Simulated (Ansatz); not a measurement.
Consider the redistribution: `C[NH][Al]([OH])[SH]` + `[OH][SnH2][SH]` → `[OH][Al]([SH])[SH]` + `C[NH][SnH2][OH]`.

Isolated molecules relaxed with PBE0-D4/def2-TZVP in Ansatz; ΔE leaves out vibrations. CBS: MP2 limit from def2 TZ/QZ plus the TZ coupled-cluster correction, frozen cores. Functionals use def2-TZVPP. B3LYP here is the variant with VWN-RPA as its local correlation; programs differ in this. Elements past krypton have def2 core potentials. For Sn outer-core shells are correlated without core-valence functions, which leaves a few kJ/mol of doubt a bond. One conformer a species, not always the lowest.

`C[NH][Al]([OH])[SH]`:

Z-matrix (Å, degrees):
```
C
N 1 1.447
H 1 1.096 2 112.4
H 1 1.096 2 112.4 3 121.8
H 1 1.093 2 110.2 3 -119.1
Al 2 1.757 1 128.0 3 119.3
H 2 1.008 1 112.5 3 -60.7
S 6 2.189 2 118.0 1 0.1
O 6 1.692 2 118.2 1 -180.0
H 8 1.344 6 93.3 2 -179.9
H 9 0.954 6 125.6 2 -179.8
```

`[OH][SnH2][SH]`:

```xyz
7

O     1.096    0.694   -1.148
Sn    0.403   -0.135    0.491
S    -1.879   -0.773    0.116
H     0.881    0.191   -1.937
H     1.242   -1.581    0.822
H     0.556    1.104    1.641
H    -2.299    0.499    0.016
```

`[OH][Al]([SH])[SH]`:

Cartesian coordinates in Å:
```
O 1.452 -1.458 -0.029
Al 0.295 -0.234 -0.052
S 0.633 1.355 -1.496
S -1.408 -0.307 1.310
H 1.441 -2.219 0.547
H -0.478 2.020 -1.138
H -1.935 0.843 0.858
```

`C[NH][SnH2][OH]`:

Z-matrix (Å, degrees):
```
C
N 1 1.451
H 1 1.098 2 114.6
H 1 1.095 2 110.4 3 122.1
H 1 1.094 2 109.7 3 -120.6
Sn 2 2.011 1 120.9 3 75.2
H 2 1.010 1 112.0 3 -64.7
O 6 1.977 2 112.0 1 -56.7
H 6 1.697 2 108.5 1 55.4
H 6 1.707 2 106.9 1 -176.4
H 8 0.960 6 113.5 2 -68.7
```

```
             level  ΔE (kcal/mol)  difference from CCSD(T)/CBS
            PBE-D4           10.1                          0.4
           ωB97M-V           10.6                          0.9
            B2PLYP           10.6                          0.9
               PBE           10.2                          0.5
            r2SCAN           10.8                          1.1
              PBE0           10.6                          0.9
             B3LYP           11.4                          1.7
     HF/def2-TZVPP           11.6                          1.9
SCS-MP2/def2-TZVPP            9.8                          0.1
   CCSD/def2-TZVPP            9.9                          0.2
       CCSD(T)/CBS            9.7                            0
```

Largest T1 diagnostic among the species: 0.013.

In def2-TZVPP, CCSD(T) changes the Hartree–Fock value by −2.1 kcal/mol (the triples alone add −0.4 kcal/mol) and MP2 by −2.0 kcal/mol.
